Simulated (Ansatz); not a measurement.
Born–Oppenheimer molecular dynamics of C2H6Zn (9 atoms, charge 0, multiplicity 1). It starts from a relaxed structure.

These are results of RKS B3LYP/def2-SVP in Ansatz, not measurements.

| Property | Result |
| --- | --- |
| ensemble | NVT, Langevin thermostat |
| time step | 0.5 fs |
| steps asked | 300 |
| set temperature | 400 K |
| friction | 0.01 /fs |
| seed | 433906 |

First frame:

```xyz
9
Properties=species:S:1:pos:R:3
Zn 0.000 0.000 0.000
C 0.000 0.000 1.957
H -0.983 -0.302 2.358
H 0.752 -0.700 2.358
H 0.230 1.002 2.358
C 0.000 0.000 -1.957
H 0.277 -0.990 -2.358
H -0.996 0.255 -2.358
H 0.719 0.735 -2.358
```

**Question.** How far do the bonds stretch over the last three quarters of this one trajectory? (Pairs bonded in most of those frames.)

**Answer.** 
```csv
bond,mean (Å),spread (Å),shortest,longest
Zn1–C2,1.954,0.030,1.90,2.01
Zn1–C6,1.963,0.044,1.91,2.05
C2–H3,1.108,0.038,1.04,1.18
C2–H4,1.108,0.025,1.05,1.16
C2–H5,1.108,0.034,1.05,1.18
C6–H7,1.118,0.062,1.01,1.23
C6–H8,1.103,0.021,1.06,1.15
C6–H9,1.113,0.049,1.03,1.19
```

Mean temperature of the second half: 436 K. A run of 0.15 ps of so small a system gives no equilibrium averages.

Run time: 10 min on 2 threads of Arm Neoverse V1, with other jobs on the host, peak memory 0.18 GiB.
